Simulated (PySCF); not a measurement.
## Cr⁷⁺ (chromium, charge +7) across methods

[Ne] 3s2 3p5, 2P determinant. Calculation: PySCF 2.14, in an uncontracted even-tempered set (20 s from 0.25 bohr⁻², ratio 2.5; 13 p from 0.33 bohr⁻², ratio 2.5; 5 d from 3.3 bohr⁻², ratio 2.7; 5 f from 4.9 bohr⁻², ratio 2.7); scalar relativity by spin-free X2C-1e.

```json
{"method": "PBE0", "E (hartree)": "-1034.941", "mean ε 3s β (eV)": "-206.89", "mean ε 3p α (eV)": "-178.00", "mean ε 3p β (eV)": "-175.70", "Σ⟨r²⟩ (bohr²)": "6.467", "⟨S²⟩": "0.751"}
{"method": "LDA", "E (hartree)": "-1032.758", "mean ε 3s β (eV)": "-202.29", "mean ε 3p α (eV)": "-174.42", "mean ε 3p β (eV)": "-172.28", "Σ⟨r²⟩ (bohr²)": "6.476", "⟨S²⟩": "0.750"}
{"method": "r2SCAN", "E (hartree)": "-1035.103", "mean ε 3s β (eV)": "-204.01", "mean ε 3p α (eV)": "-175.74", "mean ε 3p β (eV)": "-173.30", "Σ⟨r²⟩ (bohr²)": "6.469", "⟨S²⟩": "0.752"}
{"method": "PBE", "E (hartree)": "-1034.894", "mean ε 3s β (eV)": "-202.49", "mean ε 3p α (eV)": "-174.54", "mean ε 3p β (eV)": "-172.40", "Σ⟨r²⟩ (bohr²)": "6.467", "⟨S²⟩": "0.751"}
{"method": "UHF", "E (hartree)": "-1034.36756", "mean ε 3s β (eV)": "-218.49", "mean ε 3p α (eV)": "-186.95", "mean ε 3p β (eV)": "-184.13", "Σ⟨r²⟩ (bohr²)": "6.488", "⟨S²⟩": "0.753"}
{"method": "B97-3", "E (hartree)": "-1035.043", "mean ε 3s β (eV)": "-207.35", "mean ε 3p α (eV)": "-178.11", "mean ε 3p β (eV)": "-175.94", "Σ⟨r²⟩ (bohr²)": "6.464", "⟨S²⟩": "0.751"}
{"method": "M06", "E (hartree)": "-1035.148", "mean ε 3s β (eV)": "-206.90", "mean ε 3p α (eV)": "-177.95", "mean ε 3p β (eV)": "-175.43", "Σ⟨r²⟩ (bohr²)": "6.454", "⟨S²⟩": "0.751"}
```
